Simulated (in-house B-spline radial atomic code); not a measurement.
## Ionising As III (As2+) with different functionals

Computed with an all-electron radial atomic-structure program (B-spline basis): four-component Dirac-Coulomb Hamiltonian, Fermi nucleus of rms radius 4.0968 fm, spin-restricted, spherical fractional occupations for the functionals. The ionisation energy is the difference of two self-consistent energies, [Ar] 3d10 4s2 4p1 → [Ar] 3d10 4s2, without Breit or QED terms; ε is the level of the shell that loses the electron (mean over j). The electron is taken from both j subshells in proportion to 2j + 1, so the result is a j average, not the step between ground levels.

Hybrids are left out here: with spherical fractional occupations of an open shell their exact exchange keeps a self-interaction that integer-occupation calculations don't have.

```json
{"method": "LDA VWN5", "rung": "LDA", "ΔSCF (eV)": "28.04", "-ε(4p) (eV)": "22.96"}
{"method": "relativistic LDA", "rung": "LDA", "ΔSCF (eV)": "?", "-ε(4p) (eV)": "?"}
{"method": "LDA PW92", "rung": "LDA", "ΔSCF (eV)": "28.04", "-ε(4p) (eV)": "22.95"}
{"method": "LDA exchange-only", "rung": "LDA", "ΔSCF (eV)": "26.75", "-ε(4p) (eV)": "21.69"}
{"method": "PBE", "rung": "GGA", "ΔSCF (eV)": "27.71", "-ε(4p) (eV)": "22.67"}
{"method": "PBEsol", "rung": "GGA", "ΔSCF (eV)": "?", "-ε(4p) (eV)": "?"}
{"method": "BLYP", "rung": "GGA", "ΔSCF (eV)": "27.76", "-ε(4p) (eV)": "22.65"}
{"method": "RPBE", "rung": "GGA", "ΔSCF (eV)": "27.58", "-ε(4p) (eV)": "22.58"}
{"method": "PW91", "rung": "GGA", "ΔSCF (eV)": "27.82", "-ε(4p) (eV)": "22.76"}
{"method": "BP86", "rung": "GGA", "ΔSCF (eV)": "27.89", "-ε(4p) (eV)": "22.84"}
{"method": "AM05", "rung": "GGA", "ΔSCF (eV)": "27.69", "-ε(4p) (eV)": "22.66"}
{"method": "OLYP", "rung": "GGA", "ΔSCF (eV)": "27.43", "-ε(4p) (eV)": "22.44"}
```

Task: What does relativistic LDA give?

Result: ΔSCF 28.04 eV, and -ε(4p) = 22.95 eV.

Task: What does PBEsol give?

Result: ΔSCF 27.73 eV, and -ε(4p) = 22.70 eV.

Task: How do they compare with the NIST value?

Result: NIST lists 28.35 eV ± 0.012 (measured, ground level to ground level). Errors run from -1.59 to -0.31 eV; LDA VWN5 is closest (-0.31 eV), though others lie within the uncertainty of it, and part of that can be cancellation, since the calculations leave out Breit-QED terms, spin polarisation, the choice among j levels, multiplet and fine-structure energies.
